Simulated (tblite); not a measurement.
Species: C6H9BF2.
Atom-mapped SMILES: `[CH3:1][BH:2][C@H:3]([C:4]#[C:5][CH3:6])[CH:7]([F:8])[F:9]` (hydrogens: H10, H11, H12 on C1; H13 on B2; H14 on C3; H15, H16, H17 on C6; H18 on C7)

Computed with GFN2-xTB (tblite), gas phase: L-BFGS steps from a force-field or distance-geometry start until the largest atomic force falls under 0.01 eV/Å.

At the end of the run (lengths in Å): C7–H18 1.100, C6–H15 1.090, C7–F8 1.359, B2–H13 1.171, C1–H10 1.092, C1–H12 1.088, B2–C3 1.590, B2–C3–C4 101.2°, F8–C7–F9 105.4°, C3–C4–C5 179.0°, B2–C3–C7 114.9°, C1–B2–C3–C4 -90°, B2–C3–C7–F8 -178°, H13–B2–C1–H10 73°, H13–B2–C3–C4 87°.

Problem. These geometries were met on the way; a selection of coordinates is given. Order them by energy above the end point, lowest first.
A. C7–H18 1.099, C6–H15 1.090, C7–F8 1.357, B2–H13 1.166, C1–H10 1.086, C1–H12 1.082, B2–C3 1.588, B2–C3–C4 106.3°, F8–C7–F9 105.3°, C3–C4–C5 177.4°, B2–C3–C7 114.9°, C1–B2–C3–C4 -132°, B2–C3–C7–F8 -176°, H13–B2–C1–H10 140°, H13–B2–C3–C4 33°
B. C7–H18 1.099, C6–H15 1.090, C7–F8 1.356, B2–H13 1.175, C1–H10 1.089, C1–H12 1.086, B2–C3 1.615, B2–C3–C4 106.0°, F8–C7–F9 105.6°, C3–C4–C5 174.0°, B2–C3–C7 114.8°, C1–B2–C3–C4 -131°, B2–C3–C7–F8 -176°, H13–B2–C1–H10 133°, H13–B2–C3–C4 42°
C. C7–H18 1.099, C6–H15 1.090, C7–F8 1.359, B2–H13 1.171, C1–H10 1.091, C1–H12 1.086, B2–C3 1.598, B2–C3–C4 107.0°, F8–C7–F9 105.2°, C3–C4–C5 176.6°, B2–C3–C7 112.2°, C1–B2–C3–C4 -129°, B2–C3–C7–F8 -175°, H13–B2–C1–H10 122°, H13–B2–C3–C4 52°
D. C7–H18 1.069, C6–H15 1.069, C7–F8 1.339, B2–H13 1.146, C1–H10 1.067, C1–H12 1.067, B2–C3 1.608, B2–C3–C4 106.3°, F8–C7–F9 106.9°, C3–C4–C5 178.0°, B2–C3–C7 114.2°, C1–B2–C3–C4 -130°, B2–C3–C7–F8 -177°, H13–B2–C1–H10 144°, H13–B2–C3–C4 29°
E. C7–H18 1.131, C6–H15 1.120, C7–F8 1.387, B2–H13 1.193, C1–H10 1.114, C1–H12 1.113, B2–C3 1.589, B2–C3–C4 108.1°, F8–C7–F9 111.5°, C3–C4–C5 177.7°, B2–C3–C7 111.4°, C1–B2–C3–C4 -123°, B2–C3–C7–F8 -179°, H13–B2–C1–H10 149°, H13–B2–C3–C4 22°

Solution. C (0.053 eV), B (0.088 eV), A (0.151 eV), D (0.266 eV), E (0.566 eV).

| step | E above end (eV) | rms distance from the end, all atoms (Å) | largest force (eV/Å) | rms shift of all bonds from the end (Å) |
| --- | --- | --- | --- | --- |
| 22 | 0.053 | 0.533 | 0.095 | 0.003 |
| 10 | 0.088 | 0.542 | 0.188 | 0.007 |
| 4 | 0.151 | 0.541 | 0.319 | 0.005 |
| 2 | 0.266 | 0.541 | 1.178 | 0.017 |
| 0 | 0.566 | 0.546 | 1.926 | 0.019 |

Rows stand in the order of the answer.
